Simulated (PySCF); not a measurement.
A species of formula C2H8BNO2 has this rotational fingerprint, computed with PBE0-D3(BJ)/def2-SVP geometry optimisation, gas phase (PySCF 2.14.0):

- Rotational constants: A = 4678, B = 2921, C = 1960 MHz
- Dipole components: |μa| = 1.47 D, |μb| = 1.00 D, |μc| = 0.04 D
- Inertial defect: -23.18 u·Å²
- κ: -0.29

**Question.** Which structure is it? (One computed conformer of each.)
A. `[CH3:1][O:2][CH2:3][O:4][BH:5][NH2:6]` with C1–O2–C3–O4 -65°, O2–C3–O4–B5 179°, C3–O4–B5–N6 0°
B. `[CH3:1][C@@H:2]([NH2:3])[B:4]([OH:5])[OH:6]` with C1–C2–N3–H 72° and -176°, C1–C2–B4–O5 -129°, C2–B4–O5–H 180°, C2–B4–O6–H -1°
C. `[CH3:1][N:2]([CH3:3])[B:4]([OH:5])[OH:6]` with N2–B4–O5–H 180°, N2–B4–O6–H 180°

**Answer.** B. It is C[C@@H](N)B(O)O, an asymmetric top, point group C1. The candidates at the same level (rigid rotor, commonest isotopes):

```json
{"SMILES": "COCOBN", "A (MHz)": "10999", "B (MHz)": "1744", "C (MHz)": "1634", "μa (D)": "1.26", "μb (D)": "1.62", "μc (D)": "1.79", "Δ (u·Å²)": "-26.29", "point group": "C1", "rotor": "near-prolate asymmetric top"}
{"SMILES": "CN(C)B(O)O", "A (MHz)": "4875", "B (MHz)": "3199", "C (MHz)": "1980", "μa (D)": "1.87", "μb (D)": "0.00", "μc (D)": "0.00", "Δ (u·Å²)": "-6.39", "point group": "C2v", "rotor": "asymmetric top"}
{"SMILES": "C[C@@H](N)B(O)O", "A (MHz)": "4678", "B (MHz)": "2921", "C (MHz)": "1960", "μa (D)": "1.47", "μb (D)": "1.00", "μc (D)": "0.04", "Δ (u·Å²)": "-23.18", "point group": "C1", "rotor": "asymmetric top"}
```

`CN(C)B(O)O` has B 10 % too high; `COCOBN` has A 135 % too high. No structure here is proved a minimum.
